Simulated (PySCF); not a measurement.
Which enantiomer?

The calculation used TDDFT PBE0/def2-SVPD circular dichroism and optical rotation, one conformer, gas phase (PySCF 2.14.0). Geometry: GFN2-xTB.

States above about 7.4 eV (minus the energy of the highest occupied orbital) lie near or above the ionisation threshold and depend on the basis.

Values for one enantiomer of C5H11OP, R in 10⁻⁴⁰ esu² cm² (velocity form):
| λ (nm) | f | R |
| --- | --- | --- |
| 181 | 0.014 | -5.4 |
| 177 | 0.028 | -9.6 |
| 175 | 0.013 | +6.6 |
| 173 | 0.008 | -10.6 |
| 170 | 0.014 | -18.6 |
| 166 | 0.021 | +8.6 |
| 161 | 0.014 | +4.3 |
| 160 | 0.026 | +6.4 |

[α] at 589.3 nm: -50 deg dm⁻¹ (g/mL)⁻¹ (origin-invariant length gauge).

Task: Which structure gives these signs?
A. C[C@H]1CC[P@]1(C)=O
B. C[C@@H]1CC[P@@]1(C)=O

Result: A. Its CIP labels in SMILES order are S, S; the other enantiomer gives every sign reversed.

Geometry of C[C@H]1CC[P@]1(C)=O as run:
```xyz
18

C    -1.096    1.612    0.542
C    -0.763    0.145    0.716
C    -1.198   -0.816   -0.410
C     0.013   -1.767   -0.364
P     0.986   -0.482    0.557
C     1.887    0.540   -0.666
O     1.776   -0.835    1.741
H    -0.749    1.980   -0.421
H    -0.624    2.201    1.327
H    -2.173    1.765    0.599
H    -1.135   -0.211    1.683
H    -2.158   -1.303   -0.243
H    -1.241   -0.288   -1.363
H    -0.160   -2.625    0.284
H     0.375   -2.119   -1.328
H     2.163    1.476   -0.184
H     2.795    0.000   -0.929
H     1.294    0.733   -1.554
```
